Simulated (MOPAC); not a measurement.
MOPAC input (MNDO):

```
MNDO 1SCF UHF MS=0.5 GEO-OK AUX(PRECISION=9) THREADS=1
CHS

S    -0.04999100 1   -0.01908400 1   -0.41466600 1
C    -0.07168400 1   -0.01278000 1    1.22690300 1
H     1.22996700 1    0.38202400 1   -0.72676100 1
```

Output:

```
 *******************************************************************************
 **                                                                           **
 **                              MOPAC v23.2.5                                **
 **                                                                           **
 *******************************************************************************
 ** MOPAC's Digital Object Identifier: https://doi.org/10.5281/zenodo.6511958 **
 **                                                                           **
 ** Please cite the open-source release paper for use of this MOPAC version:  **
 ** J. E. Moussa and J. J. P. Stewart (2026)                                  **
 ** MOPAC: An open-source semiempirical molecular orbital program             **
 ** J. Open Source Softw., 11(119), 8025, https://doi.org/10.21105/joss.08025 **
 *******************************************************************************

                              MNDO CALCULATION RESULTS

 *******************************************************************************
 *  MNDO       - The MNDO Hamiltonian to be used
 *  GEO-OK     - OVERRIDE INTERATOMIC DISTANCE AND OTHER SAFETY CHECKS
 *  UHF        - UNRESTRICTED HARTREE-FOCK CALCULATION
 *  MS=        - IN MECI, MAGNETIC COMPONENT OF SPIN =  0.5
 *  1SCF       - DO 1 SCF AND THEN STOP
 *  AUX        - OUTPUT AUXILIARY INFORMATION
 *******************************************************************************
MNDO 1SCF UHF MS=0.5 GEO-OK AUX(PRECISION=9) THREADS=1
 CHS

   ATOM   CHEMICAL          X               Y               Z
  NUMBER   SYMBOL      (ANGSTROMS)     (ANGSTROMS)     (ANGSTROMS)

     1       S         -0.04999100  *  -0.01908400  *  -0.41466600  *
     2       C         -0.07168400  *  -0.01278000  *   1.22690300  *
     3       H          1.22996700  *   0.38202400  *  -0.72676100  *

          CARTESIAN COORDINATES

    NO.       ATOM           X           Y           Z

     1         S         -0.0500     -0.0191     -0.4147
     2         C         -0.0717     -0.0128      1.2269
     3         H          1.2300      0.3820     -0.7268

  H: (MNDO): M.J.S. DEWAR, W. THIEL, J. AM. CHEM. SOC., 99, 4899, (1977)
  C: (MNDO): M.J.S. DEWAR, W. THIEL, J. AM. CHEM. SOC., 99, 4899, (1977)
  S: (MNDO): M.J.S.DEWAR, C.H. REYNOLDS, J. COMP. CHEM. 7, 140-143 (1986)

           Empirical Formula: C H S  =     3 atoms

      MOLECULAR POINT GROUP   :   Cs

          UHF CALCULATION, NO. OF ALPHA ELECTRONS =    6
                           NO. OF BETA  ELECTRONS =    5

 -------------------------------------------------------------------------------
 MNDO 1SCF UHF MS=0.5 GEO-OK AUX(PRECISION=9) THREADS=1
 CHS

     1SCF WAS SPECIFIED, SO BFGS WAS NOT USED
     SCF FIELD WAS ACHIEVED

                              MNDO CALCULATION
                                                       MOPAC v23.2.5 Linux

          FINAL HEAT OF FORMATION =        124.61506 KCAL/MOL =     521.38943 KJ/MOL

          COSMO AREA              =         77.13 SQUARE ANGSTROMS
          COSMO VOLUME            =         60.63 CUBIC ANGSTROMS

          IONIZATION POTENTIAL    =          9.654011 EV
          ALPHA SOMO LUMO (EV)    =         -9.654 -0.466
          BETA  SOMO LUMO (EV)    =        -10.538  0.233
          NO. OF ALPHA ELECTRONS  =          6
          NO. OF BETA  ELECTRONS  =          5
          MOLECULAR WEIGHT        =         45.0789         POINT GROUP:  Cs

          MOLECULAR DIMENSIONS (Angstroms)

            Atom       Atom       Distance
            H     3    C     2     2.38054
            C     2    S     1     0.92252
            C     2    H     3     0.00000

          SCF CALCULATIONS        =          1

   ATOM   CHEMICAL          X               Y               Z
  NUMBER   SYMBOL      (ANGSTROMS)     (ANGSTROMS)     (ANGSTROMS)

     1       S         -0.04999100  *  -0.01908400  *  -0.41466600  *
     2       C         -0.07168400  *  -0.01278000  *   1.22690300  *
     3       H          1.22996700  *   0.38202400  *  -0.72676100  *

                             CARTESIAN COORDINATES

   1    S       -0.049991000    -0.019084000    -0.414666000
   2    C       -0.071684000    -0.012780000     1.226903000
   3    H        1.229967000     0.382024000    -0.726761000

           Empirical Formula: C H S  =     3 atoms

      MOLECULAR POINT GROUP   :   Cs

          ALPHA EIGENVALUES
 -28.52096 -19.46623 -14.44920 -11.47616 -11.22899  -9.65401  -0.46594   0.85107
   2.18582

           BETA EIGENVALUES
 -27.43424 -18.82828 -14.05605 -11.53112 -10.53769   0.23270   0.24522   1.79869
   2.75328

              NET ATOMIC CHARGES AND DIPOLE CONTRIBUTIONS

  ATOM NO.   TYPE          CHARGE      No. of ELECS.   s-Pop       p-Pop
    1          S           0.086016        5.9140     1.82661     4.08738
    2          C          -0.090700        4.0907     1.88112     2.20958
    3          H           0.004685        0.9953     0.99532
 DIPOLE           X         Y         Z       TOTAL
 POINT-CHG.     0.038     0.006    -0.722     0.723
 HYBRID         1.170     0.366    -0.380     1.284
 SUM            1.209     0.372    -1.103     1.678

          ATOMIC ORBITAL ELECTRON POPULATIONS

     Atom    s        px        py        pz
    1  S   1.82661   1.18372   1.69748   1.20617
    2  C   1.88112   0.92510   0.31401   0.97047
    3  H   0.99532

                    (SZ)    =    0.500000
                    (S**2)  =    0.760221

          ATOMIC ORBITAL SPIN POPULATIONS

    Atom   Total    s     px     py     pz
         Atomic
    1  S -0.1268  0.008 -0.058 -0.047 -0.030
    2  C  1.0297  0.012  0.862  0.127  0.029
    3  H  0.0971  0.097

 **********************
 *                    *
 * JOB ENDED NORMALLY *
 *                    *
 **********************

 == MOPAC DONE ==
```

The geometry given is a B3LYP-D3(BJ)/def2-TZVP minimum.
